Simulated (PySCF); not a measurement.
## Mo⁺: ionisation energy

Mo⁺ [Kr] 4d5 (6S) → Mo²⁺ [Kr] 4d4 (5D), as a difference of total energies. All numbers are calculated (PySCF 2.14, a scalar-relativistic core potential, in def2-TZVP with the def2 core potential (28 electrons)). Correlated levels: valence: 4s2 4p6 frozen. The calculations carry no spin-orbit coupling.

Problem. Order these methods by the ionisation energy they give, lowest first.
A. PBE0
B. SCS-MP2 (valence)
C. r2SCAN
D. UHF

Solution. D (15.144 eV), B (15.315 eV), A (16.300 eV), C (16.323 eV).

The reference lies between the lowest fine-structure levels, while these numbers refer to the centres of the terms.

Errors of the correlated levels include the incompleteness of this basis and the frozen core.

For comparison: 16.16 ± 0.12 eV (semi-empirical (NIST evaluation); NIST Atomic Spectra Database, ionization energies).
